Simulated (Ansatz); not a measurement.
Gas-phase electronic energies from Ansatz, PBE0-D4/def2-TZVP geometries. CCSD(T)/CBS adds triple-zeta CCSD(T) − MP2 to the extrapolated MP2 energy (def2 sets, frozen cores). This one scheme is used for every species, atoms too. For atomizations the MP2-based limit and the directly extrapolated one differ by several kJ/mol either way, and by 10 to 25 for some Ge, Se and Sn compounds, so smaller differences from it don't rank the levels. Functionals use def2-TZVPP. Open shells (•) are unrestricted, without spin–orbit coupling. Spin–orbit coupling would lower the free atoms: a little for B, Si; clearly for Br; strongly for Sn. def2 core potentials past Kr. Bonds to Br, Sn are less sure, by a few kJ/mol each and by 10 to 20 or more in all where they break to atoms, as the def2 sets lack core-valence functions. Scalar relativity is left out up to krypton.

Reaction (atomization): `Br[B]1[SiH2][SnH2]1` → B• + Br• + 4 H• + Si• + Sn•

```csv
species,r2SCAN-D4 energy (Eh)
`Br[B]1[SiH2][SnH2]1`,-3105.20326
B•,-24.63675
Br•,-2574.09258
H•,-0.49993
Si•,-289.34127
Sn•,-214.33064
```

Work out ΔE.

ΔE = 4 × (-0.49993) + (-24.63675) + (-2574.09258) + (-289.34127) + (-214.33064) − (-3105.20326) = 0.80230 Eh = +503.5 kcal/mol. CCSD(T)/CBS gives +500.1 kcal/mol.

Largest T1 diagnostic among the species: 0.014.

At CCSD(T), def2-SVP lies −40.3 kcal/mol from the extrapolated value and def2-TZVPP −15.7 kcal/mol: correlation converges slowly with the basis, and small sets miss more of it in the bonded molecule than in its fragments. The D4 term adds +9.2 kcal/mol with B3LYP and +4.8 kcal/mol with PBE0; it sums over pairs of atoms, weighted by their polarisabilities, and B3LYP, whose exchange is more repulsive, gets the larger term.

B3LYP here is the variant with VWN-RPA as its local correlation; programs differ in this.
